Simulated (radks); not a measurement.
Removal energies from the magnesium ion Mg5+, [He] 2s2 2p(1/2: 2, 3/2: 1), by Delta-SCF beside the eigenvalue of the level emptied. Calculated with a radial shooting solver on a logarithmic mesh with Libxc functionals: Dirac Kohn-Sham, BLYP, spin-unpolarised, spherical densities, finite nucleus; Fermi nuclear charge, rms radius of each element as measured or else 0.836 A^(1/3) + 0.57 fm. Sub-shells are occupied by j as written (lower j first in brackets).

| removed from | final configuration | Delta-SCF (eV) | -eigenvalue (eV) |
|---|---|---|---|
| 2p3/2 | [He] 2s2 2p(1/2: 2, 3/2: 0) | 183.24 | 164.32 |
| 2p1/2 | [He] 2s2 2p(1/2: 1, 3/2: 1) | 183.68 | 164.72 |
| 2s1/2 | [He] 2s1 2p(1/2: 2, 3/2: 1) | 211.96 | 194.74 |
| 1s1/2 | 1s1 2s2 2p(1/2: 2, 3/2: 1) | 1482.6 | 1406.8 |
